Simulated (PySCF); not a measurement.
System: C₅H₉O (charge 0, doublet). It need not be the lowest isomer of its formula. 
Structure (B3LYP-D3(BJ)/def2-TZVP (Ansatz) minimum search):
```xyz
15

C      2.5775     0.6360    -0.5452
C      1.3859    -0.2012    -0.0909
C      0.0685     0.5504    -0.2131
C     -1.1465    -0.2491     0.2299
O     -1.0474    -1.4035     0.6479
C     -2.4316     0.3853     0.1475
H      2.6730     1.5472     0.0506
H      2.4765     0.9359    -1.5914
H      3.5105     0.0783    -0.4493
H      1.3267    -1.1219    -0.6753
H      1.5206    -0.5185     0.9453
H     -0.0965     0.8723    -1.2483
H      0.0976     1.4763     0.3737
H     -2.5462     1.3982    -0.2159
H     -3.3067    -0.1684     0.4584
```
Charge 0, spin multiplicity 2.

Dispersion corrections to the total energy (kcal/mol) from the dftd3 and dftd4 libraries through PySCF: D3(BJ) without and D4 with the three-body term, each with the damping fitted for the functional named.

| functional | D3(BJ) | D4 |
|---|---|---|
| B2PLYP | -5.22 | -4.49 |
| CAM-B3LYP | -5.11 | (withheld) |
| B2GP-PLYP | (withheld) | -2.68 |
| TPSSh | -7.89 | -7.90 |
| HF | (withheld) | -24.27 |
| BHLYP | -8.80 | -6.92 |
| BLYP | -14.38 | -14.34 |

Question: What belongs in the gaps?

Answer: 
- CAM-B3LYP, D4: -5.34
- B2GP-PLYP, D3(BJ): -3.66
- HF, D3(BJ): -53.18
